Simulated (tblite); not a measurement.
C₇H₇ (doublet state).
Numbering: `[CH2:1][C:2](=[CH2:3])[CH:4]=[C:5]=[C:6]=[CH2:7]` (hydrogens: H8, H9 on C1; H10, H11 on C3; H12 on C4; H13, H14 on C7)
Bond orders are those of one Lewis drawing.

Computed with GFN2-xTB (tblite), gas phase: L-BFGS steps from a force-field or distance-geometry start until the largest atomic force falls under 0.01 eV/Å.

Step 31: E = -499.5267 eV
```
atom  x, y, z in Å  |  force x, y, z in eV/Å
C1     -1.4822   -0.1378    0.9056    0.077  -0.078   0.055
C2     -1.2978    0.5261   -0.2900    0.061   0.078   0.008
C3     -2.2623    1.3697   -0.8047   -0.022   0.002  -0.026
C4     -0.0490    0.3689   -1.0420   -0.022   0.127  -0.099
C5      1.0690   -0.1558   -0.5811   -0.114  -0.048   0.056
C6      2.0928   -0.7164   -0.1128   -0.097  -0.046  -0.128
C7      3.1621   -1.3594    0.2830   -0.050   0.014  -0.007
H8     -0.7079   -0.7598    1.3066    0.089  -0.112   0.048
H9     -2.3921   -0.0503    1.4684   -0.050   0.053  -0.021
H10    -2.1015    1.9301   -1.7042    0.012   0.013  -0.132
H11    -3.1959    1.5185   -0.2974   -0.050  -0.001   0.061
H12    -0.0754    0.7502   -2.0609    0.083  -0.033   0.119
H13     3.2236   -1.7998    1.2620    0.010  -0.002   0.114
H14     4.0160   -1.4847   -0.3599    0.072   0.033  -0.047
```

Step 32: E = -499.5310 eV
```
atom  x, y, z in Å  |  force x, y, z in eV/Å
C1     -1.4801   -0.1373    0.9046    0.049  -0.080   0.099
C2     -1.2972    0.5246   -0.2924    0.029   0.049   0.047
C3     -2.2606    1.3684   -0.8071   -0.028   0.009  -0.008
C4     -0.0528    0.3681   -1.0460   -0.010   0.107  -0.065
C5      1.0594   -0.1689   -0.5887   -0.028  -0.064   0.075
C6      2.0834   -0.7273   -0.1188   -0.027  -0.076  -0.104
C7      3.1595   -1.3563    0.2833    0.018  -0.029  -0.004
H8     -0.7158   -0.7675    1.3104    0.145  -0.112   0.012
H9     -2.3830   -0.0413    1.4762   -0.096   0.073  -0.036
H10    -2.0974    1.9190   -1.7127   -0.028   0.022  -0.107
H11    -3.1881    1.5226   -0.2901   -0.058   0.020   0.021
H12    -0.0742    0.7661   -2.0554    0.082  -0.014   0.029
H13     3.2199   -1.8070    1.2611   -0.007   0.046   0.025
H14     4.0264   -1.4638   -0.3518   -0.040   0.048   0.016
```

Step 33: E = -499.5342 eV
```
atom  x, y, z in Å  |  force x, y, z in eV/Å
C1     -1.4775   -0.1365    0.9057    0.068  -0.056   0.055
C2     -1.2949    0.5309   -0.2900   -0.005   0.004   0.074
C3     -2.2602    1.3703   -0.8092    0.014  -0.003  -0.006
C4     -0.0539    0.3741   -1.0453    0.034   0.032   0.050
C5      1.0524   -0.1776   -0.5910   -0.028  -0.045   0.054
C6      2.0770   -0.7376   -0.1263    0.041  -0.093  -0.055
C7      3.1574   -1.3555    0.2825   -0.032  -0.021   0.015
H8     -0.7186   -0.7751    1.3107    0.140  -0.077  -0.020
H9     -2.3794   -0.0402    1.4769   -0.133   0.079  -0.016
H10    -2.0975    1.9124   -1.7223   -0.062   0.001  -0.029
H11    -3.1849    1.5193   -0.2868   -0.088   0.055  -0.008
H12    -0.0714    0.7778   -2.0474    0.077   0.034  -0.111
H13     3.2259   -1.7984    1.2626   -0.047   0.033   0.055
H14     4.0249   -1.4644   -0.3473    0.020   0.057  -0.058
```

Step 34: E = -499.5369 eV
```
atom  x, y, z in Å  |  force x, y, z in eV/Å
C1     -1.4752   -0.1374    0.9084    0.032  -0.014   0.025
C2     -1.2939    0.5325   -0.2883   -0.028  -0.012   0.072
C3     -2.2595    1.3710   -0.8106    0.009  -0.013   0.027
C4     -0.0549    0.3759   -1.0462    0.034   0.004   0.088
C5      1.0470   -0.1854   -0.5937    0.003  -0.048   0.050
C6      2.0725   -0.7460   -0.1319    0.066  -0.094  -0.030
C7      3.1560   -1.3552    0.2829    0.014  -0.037   0.004
H8     -0.7176   -0.7816    1.3108    0.093  -0.034  -0.039
H9     -2.3789   -0.0348    1.4794   -0.064   0.056  -0.038
H10    -2.0980    1.9076   -1.7293   -0.077  -0.026   0.037
H11    -3.1831    1.5212   -0.2837   -0.056   0.061  -0.049
H12    -0.0689    0.7854   -2.0449    0.070   0.046  -0.134
H13     3.2242   -1.7997    1.2640   -0.053   0.056  -0.001
H14     4.0296   -1.4540   -0.3442   -0.043   0.054  -0.010
```

**Question.** Estimate the geometry and energy of step 35. (The exact step hangs on the optimiser's Hessian estimate; all steps are aligned on step 34, rigid shifts and turns removed.)

**Answer.** E = -499.5400 eV, largest force 0.127 eV/Å
```
atom  x, y, z in Å  |  force x, y, z in eV/Å
C1     -1.4722   -0.1379    0.9123    0.004   0.028  -0.020
C2     -1.2920    0.5363   -0.2839   -0.029  -0.016   0.037
C3     -2.2587    1.3723   -0.8104   -0.005  -0.018   0.047
C4     -0.0536    0.3811   -1.0445    0.021  -0.040   0.102
C5      1.0420   -0.1936   -0.5928    0.011  -0.035   0.019
C6      2.0697   -0.7563   -0.1391    0.058  -0.068  -0.003
C7      3.1553   -1.3564    0.2829    0.019  -0.033   0.000
H8     -0.7135   -0.7882    1.3085    0.017   0.022  -0.044
H9     -2.3808   -0.0309    1.4787    0.023   0.018  -0.046
H10    -2.1024    1.9030   -1.7352   -0.067  -0.052   0.091
H11    -3.1835    1.5227   -0.2836   -0.032   0.058  -0.064
H12    -0.0651    0.7911   -2.0439    0.067   0.046  -0.098
H13     3.2233   -1.7965    1.2664   -0.052   0.053  -0.021
H14     4.0308   -1.4472   -0.3424   -0.035   0.036   0.000
```

The energy changes by -0.0031 eV. The first-order estimate −F·Δx gives -0.0044 eV and the mean of the old and new forces, exact on a quadratic surface, -0.0031 eV. The step makes an angle of 58° with the force vector and moves no atom by more than 0.013 Å.

The cost below is that of the whole relaxation. Time: 0.4 s of wall time. Hardware: Arm Neoverse V1, one thread, shared host.
